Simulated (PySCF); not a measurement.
Below is a simulated gas-phase C 1s photoelectron spectrum of `C12C3C(C3C=C1)C=C2`.

Every computed line was given a Gaussian of 0.6 eV full width at half maximum and an area set by the number of equivalent atoms; the highest printed point is 100. Level of theory: delta-SCF UKS SCAN, pcX-2 on the ionised atom, pcseg-1 elsewhere, spin-free X2C (PySCF 2.14.0).

binding energy (eV), intensity and a bar:
```
    289.0          0 
    289.1          1 
    289.2          2 #
    289.3          6 ##
    289.4         14 ####
    289.5         28 #########
    289.6         48 ###############
    289.7         71 #####################
    289.8         90 ###########################
    289.9        100 ##############################
    290.0        100 ##############################
    290.1         94 ############################
    290.2         89 ###########################
    290.3         87 ##########################
    290.4         89 ###########################
    290.5         88 ##########################
    290.6         82 #########################
    290.7         69 #####################
    290.8         53 ################
    290.9         37 ###########
    291.0         23 #######
    291.1         13 ####
    291.2          6 ##
    291.3          3 #
    291.4          1 
    291.5          0 
    291.6          0
```

Question: How many maxima does the curve show, and how many computed lines lie under it?

Answer: The curve has 2 maxima (at 289.9 and 290.4 eV). Under it lie 5 lines from 5 inequivalent carbon sites. At this width some lines have no maximum of their own.

Question: Decompose the envelope and assign each component. Numbering: `[CH:1]1=[CH:2][C@H:3]2[C@H:4]3[CH:5]=[CH:6][C@@H:7]1[C@@H:8]23`.

Answer: 
```json
{"position (eV)": "289.88", "relative area": "2", "line": "C 1s", "atoms": "C1/C6", "environment": "alkene CH carbon"}
{"position (eV)": "289.91", "relative area": "2", "line": "C 1s", "atoms": "C2/C5", "environment": "alkene CH carbon"}
{"position (eV)": "290.40", "relative area": "1", "line": "C 1s", "atoms": "C8", "environment": "sp3 carbon at a ring junction"}
{"position (eV)": "290.50", "relative area": "2", "line": "C 1s", "atoms": "C3/C4", "environment": "sp3 carbon at a ring junction"}
{"position (eV)": "290.75", "relative area": "1", "line": "C 1s", "atoms": "C7", "environment": "sp3 carbon at a ring junction"}
```

Question: What are the centre and the root-mean-square width of the whole band?

Answer: The area-weighted mean of the lines is 290.22 eV. Their own spread about it is 0.34 eV (rms) and each Gaussian has σ = 0.6/2.355 = 0.25 eV; the variances add, which gives 0.42 eV.

The listed C 1s values span 0.87 eV, from C1/C6 (bonded to C (double bond), C and H) to C7 (bonded to 3 C and H). The widest gap between neighbouring values is 0.49 eV, between 289.91 and 290.40 eV. Summing the Pauling electronegativity differences to the bonded atoms, each weighted by its formal bond order, gives -0.35 for the lowest site and -0.35 for the highest; the sum is the same at every site. The values 289.88 and 289.91 eV lie too close for their order to be trusted.

The curve has no shake-up lines and no vibrational structure. Atoms equivalent by their bonding share one computed value, that of the first of them. One conformer (not necessarily the lowest) at the PBE0-D3(BJ)/def2-SVP geometry, without solvent, vibrations or thermal averaging.
